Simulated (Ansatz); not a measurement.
`CO[SiH2]S[SiH2]OC` + `O[SiH](O)O` → `CO[SiH2]O[SiH](O)O` + `CO[SiH2]S`  (ligand exchange at the Si–S bond)

Computed with Ansatz on PBE0-D4/def2-TZVP structures; ΔE is electronic, products minus reactants. CCSD(T)/CBS is the MP2 limit (def2-TZVPP, def2-QZVPP) plus CCSD(T) − MP2 in def2-TZVPP, frozen cores. This one scheme is used for every species. DFT in def2-TZVPP. B3LYP here is the variant with VWN-RPA as its local correlation; programs differ in this. One conformer a species, not always the lowest.

`CO[SiH2]S[SiH2]OC`:

Z-matrix (Å, degrees):
```
C
O 1 1.410
H 1 1.091 2 108.2
H 1 1.095 2 111.2 3 119.0
H 1 1.096 2 111.7 3 -119.5
Si 2 1.641 1 123.0 3 167.6
S 6 2.118 2 108.4 1 -167.2
H 6 1.486 2 112.2 1 74.5
H 6 1.489 2 108.3 1 -45.6
Si 7 2.146 6 101.2 2 33.3
O 10 1.633 7 115.0 6 62.5
H 10 1.482 7 109.9 6 -62.0
H 10 1.478 7 103.1 6 178.1
C 11 1.408 10 125.9 7 -82.5
H 14 1.091 11 108.2 10 -155.8
H 14 1.095 11 110.8 10 85.3
H 14 1.095 11 111.7 10 -36.0
```

`O[SiH](O)O`:

```xyz
8

O    -0.419   -0.537    1.493
Si    0.317   -0.038    0.127
O    -0.356    1.293   -0.559
O     0.186   -1.208   -1.005
H    -1.279   -0.951    1.408
H     1.708    0.235    0.535
H    -0.294    2.122   -0.083
H     0.136   -0.917   -1.917
```

`CO[SiH2]O[SiH](O)O`:

Z-matrix (Å, degrees):
```
C
O 1 1.412
H 1 1.091 2 108.3
H 1 1.095 2 111.2 3 -119.2
H 1 1.095 2 111.3 3 119.2
Si 2 1.652 1 122.9 3 -175.5
O 6 1.619 2 105.9 1 176.6
H 6 1.485 2 109.4 1 56.9
H 6 1.484 2 109.9 1 -64.2
Si 7 1.644 6 139.6 2 -3.6
O 10 1.627 7 111.4 6 136.2
O 10 1.633 7 108.0 6 15.1
H 10 1.471 7 108.3 6 -108.1
H 11 0.958 10 117.7 7 -79.7
H 12 0.965 10 114.3 7 -16.7
```

`CO[SiH2]S`:

```xyz
10

C    -1.326   -0.640   -0.805
O    -0.443    0.398   -0.441
Si    0.629    0.254    0.790
S     1.949    1.913    0.792
H    -1.803   -0.366   -1.747
H    -0.797   -1.590   -0.945
H    -2.106   -0.782   -0.049
H     1.367   -1.028    0.631
H    -0.041    0.293    2.116
H     2.571    1.548   -0.343
```

CCSD(T)/CBS gives -14.0 kcal/mol.

Q: Another level gave -19.6 kcal/mol. Which?
A. SCS-MP2/def2-TZVPP
B. B3LYP/def2-TZVPP
C. HF/def2-TZVPP
D. r2SCAN-D4/def2-TZVPP

A: C. HF/def2-TZVPP -19.6, SCS-MP2/def2-TZVPP -15.1, B3LYP -16.4, r2SCAN-D4 -13.2 kcal/mol.

Largest T1 diagnostic among the species: 0.012.

From PBE to PBE0 (25 % exact exchange), in def2-TZVPP and without D4, ΔE moves by −1.1 kcal/mol. The D4 term adds +2.4 kcal/mol with B3LYP and +1.4 kcal/mol with PBE0; it sums over pairs of atoms, weighted by their polarisabilities, and B3LYP, whose exchange is more repulsive, gets the larger term.
